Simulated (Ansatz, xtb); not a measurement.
C4H7N3: 3 structures ranked

3 gas-phase structures of C4H7N3, from a drawn sample of its isomers (lower ones may exist). Each was relaxed with GFN2-xTB:

A. `Cc1nccn1N`, a singlet
B. `Cc1cncn1N`, a singlet
C. `Cc1cn(N)cn1`, a singlet

Q: Estimate their order in r2SCAN-D4/def2-SVP energy at these geometries, lowest first.

A: Calculated order at r2SCAN-D4/def2-SVP: A (0.0), B (1.1), C (1.3) kcal/mol. Less than 1 kcal/mol parts B and C, so the order within that pair means little.

Energies above the lowest of each column, in kcal/mol; the last columns are at PBE0-D3(BJ)/def2-SVP geometries:

| structure | GFN2-xTB | HF/STO-3G | r2SCAN-D4/def2-SVP | PBE0-D3(BJ)/def2-SVP | CCSD(T)/def2-SVP + ΔMP2/def2-TZVPP |
| --- | --- | --- | --- | --- | --- |
| A | 0.0 | 0.0 | 0.0 | 0.0 | 0.0 |
| B | 0.8 | 0.9 | 1.1 | 0.9 | 1.0 |
| C | 1.3 | 1.9 | 1.3 | 1.3 | 0.9 |

Every level run on A puts it lowest or level with the lowest. CCSD(T)/def2-SVP + ΔMP2/def2-TZVPP orders those it was run on as A (0.0), C (0.9), B (1.0) kcal/mol. Less than 1 kcal/mol parts A and C; C and B, so the order within those pairs means little. Flexible structures stand in one conformer each, not always the lowest. ΔMP2 is the change of the MP2 energy from the smaller to the larger basis.

Programs: Ansatz 0.2.0, xtb 6.7.1.
